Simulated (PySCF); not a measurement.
H2MgO2, SMILES [OH][Mg][OH]. Atoms are numbered in the order given.

```xyz
5

Mg     0.0000     0.0000    -0.0217
O      0.0725     1.7953     0.0492
O     -0.0725    -1.7953     0.0492
H     -0.4054     2.5681    -0.2638
H      0.4054    -2.5681    -0.2638
```

Geometry optimised at PBE-D3(BJ)/def2-TZVP. One conformer was computed; it need not be the lowest.

Calculation: PBE/pcSseg-2 run with PySCF.

GIAO shieldings, no solvent; atoms alike by connectivity are averaged. δ = σ(ref) − σ: ¹⁷O against H2O (σ = 327.5 ppm); ¹H against TMS (σ = 31.47 ppm), references at their B3LYP-D3(BJ)/def2-TZVP geometries, non-relativistic.

**Question.** Estimate the chemical shifts. (Estimate from the structure and the level; the computed values follow.)

**Answer.** 
```
nucleus   atoms  count  δ (ppm)
-------  ------  -----  -------
¹⁷O      O2, O3      2    -31.4
¹H       H4, H5      2    -0.01
```
